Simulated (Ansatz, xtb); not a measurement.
# Relative energy of two isomers of C4H3FO2S

We compare a, `O=C1OC=CS[C@@H]1F`, a singlet, with b, `O=C1C=C(F)SCO1`, a singlet. Both are isolated molecules in the gas phase, relaxed with r2SCAN-D4/def2-SVP.

Quicker runs give these differences E(b) − E(a): GFN2-xTB −0.271 eV; HF/STO-3G −0.427 eV (at GFN2-xTB geometries); r2SCAN-D4/def2-SVP//GFN2-xTB −0.400 eV.

Problem. Estimate E(b) − E(a) at the level CCSD(T)/def2-SVP + ΔMP2/def2-TZVPP.

Solution. Calculated at CCSD(T)/def2-SVP + ΔMP2/def2-TZVPP: E(b) − E(a) = −0.289 eV, so structure b lies lower.

How the difference moves with the method:

```
                             level            geometry  E(b) − E(a) (eV)  departure from the last row (eV)  job, with rough time for the two
                          GFN2-xTB            GFN2-xTB              −0.271                            +0.018              optimisation, 0.17 s
                         HF/STO-3G            GFN2-xTB              −0.427                            −0.138               single point, 0.6 s
      r2SCAN-D4/def2-SVP//GFN2-xTB            GFN2-xTB              −0.400                            −0.111               single point, 4.8 s
                r2SCAN-D4/def2-SVP  r2SCAN-D4/def2-SVP              −0.387                            −0.098                optimisation, 45 s
                       HF/def2-SVP  r2SCAN-D4/def2-SVP              −0.248                            +0.041           part of the CCSD(T) run
                      MP2/def2-SVP  r2SCAN-D4/def2-SVP              −0.300                            −0.011           part of the CCSD(T) run
                  CCSD(T)/def2-SVP  r2SCAN-D4/def2-SVP              −0.258                            +0.032                      single point
CCSD(T)/def2-SVP + ΔMP2/def2-TZVPP  r2SCAN-D4/def2-SVP              −0.289                                                  single point, 86 s
```

As drawn, both hold the same kinds of bond in the same numbers.

None of the levels shown reverses the order. The largest departure from CCSD(T)/def2-SVP + ΔMP2/def2-TZVPP is that of HF/STO-3G, 0.138 eV. The last row adds to CCSD(T) the change of the MP2 difference between the two basis sets, here −0.032 eV.

With thermal terms from frequencies at re-optimised GFN2-xTB minima (ideal gas, soft modes damped towards free rotors, one conformer each, 298.15 K, 1 atm): the zero-point term adds +0.014 eV; ΔH is −0.277 and ΔG −0.272 eV.

The correlated steps freeze 12 core orbitals. Mirror images aren't counted in ΔG. Run with Ansatz 0.2.0, xtb 6.7.1; the last row on 4 threads of Arm Neoverse V1 on a shared host.
